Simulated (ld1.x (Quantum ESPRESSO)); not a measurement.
What the settings do to the TM potential of Rh

Base potential:

```
Element                 : rhodium
Generator               : ld1.x (Quantum ESPRESSO) 7.5
Type                    : norm-conserving Troullier–Martins (Kleinman–Bylander form)
Functional              : PBE
Relativity              : fully relativistic
Frozen core             : [Ar] 3d10 4s2
Valence charge          : 15
Reference configuration : 4p6 4d8 5s0.5 5p0.5
Partial waves           : 4p (bound): rc 1.10 bohr; 4d (bound): rc 1.50 bohr; 5s (bound): rc 2.60 bohr
Local potential         : the s channel
Core correction         : a·sin(br)/r model core inside 1.05 bohr
```

Open shells are filled in proportion to 2j + 1 (rel_dist='average').

Occupied shells without a wave of their own: 5p. They enter only through the test configuration that unscreens the potential, and ld1.x also counts them in the model core charge.

Cutoffs, loose and tight: the cutoffs (Ry, on a coarse ladder) from which the occupation-weighted sum of valence levels, in a spherical-Bessel basis at the reference potential, stays within 10 and 1 mRy of its value at 400 Ry. They do not see the model core or the augmentation charge, which bear on the density cutoff. Test errors are all-electron minus pseudo excitation energies from the reference, over the configurations 4p6 4d8 5s1 5p0; 4p6 4d8 5s0 5p0; 4p6 4d7 5s0 5p0; 4p6 4d7 5s1 5p1; 4p6 4d7 5s1 5p0; 4p6 4d9 5s0 5p0; 4p6 4d8.5 5s0.5 5p0. A dash means not determined; rows that change the core or the reference have their own tests.

With those shells counted twice in exchange and correlation these files are broken, and their errors move erratically; no question is asked of them.

```csv
change,outcome,"cutoff, loose","cutoff, tight",bound ghosts,largest test error (meV)
base,"generated, misses its reference levels by 0.41 eV",140 Ry,160 Ry,none,+646
wave 4d (bound): rc 1.50 bohr becomes 4d (bound): rc 1.56 bohr,"generated, misses its reference levels by 0.41 eV",140 Ry,160 Ry,none,+646
type TM semilocal; scalar-relativistic; local potential the p channel,generated,140 Ry,160 Ry,none,-110
wave 4p (bound): rc 1.10 bohr becomes 4p (bound): rc 0.86 bohr,"generated, misses its reference levels by 0.41 eV",260 Ry,over 300 Ry,none,+645
core correction a·sin(br)/r model core inside 0.86 bohr,"generated, misses its reference levels by 0.41 eV",140 Ry,160 Ry,none,+646
reference 4p6 4d9 5s0 5p0,generated,140 Ry,160 Ry,none,-1485 over the solved tests; 1 of 7 tests not solved or not reliable
wave 5s (bound): rc 2.60 bohr becomes 5s (bound): rc 2.54 bohr,"generated, misses its reference levels by 0.41 eV",140 Ry,160 Ry,none,+646
"all radii but the core radius scaled by about 0.82 (s 2.14, p 0.90, d 1.24 bohr)","generated, misses its reference levels by 0.40 eV",200 Ry,300 Ry,none,+631
```
